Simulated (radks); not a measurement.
Task: Species: neutral ruthenium. Configuration: [Kr] 4d7 5d1 (not the ground configuration). Method: scalar-relativistic Kohn-Sham, SCAN, spin-polarised, spherical densities, finite nucleus; open shells are filled with parallel spins first (spin-orbit coupling, left out, can overturn this in heavy ions); meta-GGA in the generalised Kohn-Sham scheme; Fermi nuclear charge, rms radius 4.4809 fm; computed with a radial shooting solver on a logarithmic mesh with Libxc functionals. Some entries of the table are withheld. Estimate them.

orbital  occ.  eigenvalue (eV)  <r> (bohr)  r(max) (bohr)
1s down     1        -21987.22     0.03344        0.02172
1s up       1        -21987.22     0.03344        0.02172
2s up       1        -3179.153      0.1456         0.1228
2s down     1        -3178.685      0.1455         0.1228
2p up       3        -2844.385      0.1270        0.09829
2p down     3        -2844.019      0.1270        0.09828
3s up       1        -569.1498      0.4016         0.3610
3s down     1        -568.9586      0.4016         0.3611
3p up       3        -458.0844      0.4024         0.3546
3p down     3        -457.8435      0.4024         0.3547
3d up       5        -280.3531      0.3841         0.3017
3d down     5        -279.9022      0.3841         0.3019
4s up       1         -84.1446         (1)            (2)
4s down     1         -81.7157         (3)            (4)
4p up       3              (5)       1.133         0.9878
4p down     3              (6)       1.129         0.9824
4d up       5         -10.6650       1.617          1.209
4d down     2          -8.1171       1.674          1.206
5d up       1          -0.7027       10.64          9.200

Result: 
(1) 4s up <r> (bohr): 1.025
(2) 4s up r(max) (bohr): 0.9199
(3) 4s down <r> (bohr): 1.021
(4) 4s down r(max) (bohr): 0.9156
(5) 4p up eigenvalue (eV): -53.4549
(6) 4p down eigenvalue (eV): -50.8351
